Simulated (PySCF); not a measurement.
Compound: C₃H₅O₃S (doublet state).
Z-matrix (Å and degrees, GFN2-xTB geometry), rows numbered from 1:
```
O 
S   1  1.4287
O   2  1.4307  1  119.75
O   2  1.6104  1  107.12  3   123.16
C   2  1.7562  1  112.26  3  -126.08
C   5  1.4678  2  119.22  1   171.26
C   5  1.4683  2  120.68  1    98.24
H   4  0.9585  2  109.43  1    15.66
H   6  1.0807  5  118.89  7  -105.99
H   6  1.0818  5  117.25  7   110.25
H   7  1.0809  5  118.57  6   106.10
H   7  1.0818  5  117.75  6  -110.18
```

The hyperfine couplings belong to this conformer and change with its torsions.

The species is `O=S(=O)(O)[C]1CC1` [radical].

Method used: PySCF 2.14.0, UKS B3LYP, pcH-1 on C H O S, non-relativistic, mean-field spin-orbit, GIAO. Isolated species at its GFN2-xTB geometry (one conformer only). Couplings are sensitive to structure, and on GFN2-xTB geometries they can be far from those on DFT ones. The SCF solution wasn't tested for stability.

Give the principal g shifts and their parts.

```tsv
Δg (ppm)	1	2	3
relativistic mass correction	-168	-168	-168
gauge correction	18	13	12
orbital Zeeman/spin–orbit	-290	628	1159
total	-441	473	1003
```

So g = 2.00188, 2.00279, 2.00332 and g_iso = 2.00266; the tensor is rhombic: the two nearest values differ by 37 % of g3 − g1. Axes: g3 points within 8° of the S2–C5 bond.

What are the electron Larmor frequencies g μB B/h along the three axes at 340 mT?

9.5264, 9.5307, 9.5333 GHz for g1, g2 and g3, a range of 6.9 MHz.

What effective moment and Curie constant follow for a powder?

With the mean of g² = 4.0107 and S(S+1) = 0.75: μ_eff = √(⟨g²⟩S(S+1)) = 1.734 μB and χT = 0.12505·⟨g²⟩·S(S+1) = 0.376 cm³ K/mol (cgs; spin-Hamiltonian part alone).

In a frozen sample, at which fields do the three g values resonate at 9.5, 34, 94 and 263 GHz (hyperfine left aside), and which band first spreads them over more than twice a line width of 0.5 mT?

```csv
band,GHz,B(g3) mT,B(g2) mT,B(g1) mT,spread mT
X,9.5,338.81,338.90,339.06,0.24
Q,34.0,1212.60,1212.92,1213.47,0.87
W,94.0,3352.48,3353.36,3354.89,2.42
J,263.0,9379.80,9382.28,9386.56,6.76
```

The spread grows in proportion to the frequency. W band is the first where it exceeds 1.0 mT.

Largest spin populations (Mulliken): C5 (+0.85) and O3 (+0.07). No atom but C5 exceeds +0.15. The angles at C5 add up to 302.0°, so it is pyramidal.

The HOMO–LUMO gaps are 7.83 eV among the α and 5.06 eV among the β orbitals.
